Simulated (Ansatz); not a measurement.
A nudged elastic band was laid between two geometries of BCl2HO + H4Si (10 atoms, charge 0, multiplicity 1).

Method: RKS BLYP-D4/6-31G* in Ansatz 0.2.0.

```json
{"movable images": "5", "climbing image": "yes", "spring": "5.0 eV/Å²", "optimiser": "quadratic models (default)", "start path": "through a guess of the saddle point", "force threshold": "0.05 eV/Å", "iteration limit": "60", "end points": "relaxed"}
```

Image 0:

```xyz
10
Properties=species:S:1:pos:R:3
B -0.143 -0.729 0.002
O -0.214 -1.302 1.228
H -1.105 -1.209 1.627
Cl 1.401 -0.785 -0.865
Cl -1.563 0.063 -0.751
Si 0.641 2.891 1.148
H 1.883 3.486 1.729
H 0.793 2.744 -0.330
H -0.526 3.777 1.450
H 0.406 1.549 1.765
```

Image 6:

```xyz
10
Properties=species:S:1:pos:R:3
B 0.108 0.449 0.005
O -0.177 -0.425 1.550
H -0.951 -0.013 2.003
Cl 1.589 -0.442 -0.608
Cl -1.472 0.105 -0.861
Si 0.409 2.389 0.562
H 1.570 2.497 1.514
H 0.675 3.289 -0.602
H -0.785 2.925 1.306
H 0.607 -0.289 2.134
```

(1) What changes between the two ends?

(2) Give the energies along the band, and the barrier.

(3) What is the geometry of the highest image?

Answers

(1) Bonds broken: Si6–H10. Bonds formed: B1–Si6, O2–H10. BCl2HO + H4Si becomes BCl2H5OSi.

(2) The run converged. The highest image is number 3 of 0 to 6, 2.42 eV above the first end and 1.03 eV above the last; the last end lies 1.38 eV above the first. Neighbouring images differ by up to 1.8 eV, so the band resolves the path poorly. A vibrational analysis at the climbing image gives one clearly imaginary mode, 1278i cm⁻¹: a first-order saddle point. The orbitals stay closed-shell, which can raise the energy where a bond breaks towards radicals; this wasn't checked here.

```csv
image,path coordinate (Å),energy (eV),Si6–H10 (Å),B1–Si6 (Å),O2–H10 (Å)
0,0.00,0.00,1.50,3.88,2.97
1,0.84,0.07,1.49,3.48,2.48
2,1.69,0.62,1.50,2.89,2.00
3,2.53,2.42,1.90,2.26,1.26
4,3.25,1.57,2.50,2.07,0.99
5,3.96,1.40,2.93,2.04,0.99
6,4.68,1.38,3.11,2.04,0.99
```

(3) 
```xyz
10
Properties=species:S:1:pos:R:3
B 0.111 0.212 0.228
O -0.091 -0.539 1.610
H -1.061 -0.689 1.722
Cl 1.616 -0.363 -0.597
Cl -1.453 0.233 -0.733
Si 0.520 2.364 0.782
H 1.809 2.588 1.505
H 0.625 2.876 -0.614
H -0.584 3.095 1.486
H 0.082 0.707 1.613
```

Time of the run: 4.2 min on 2 threads of Arm Neoverse N1, with other jobs on the host, peak memory 0.14 GiB.
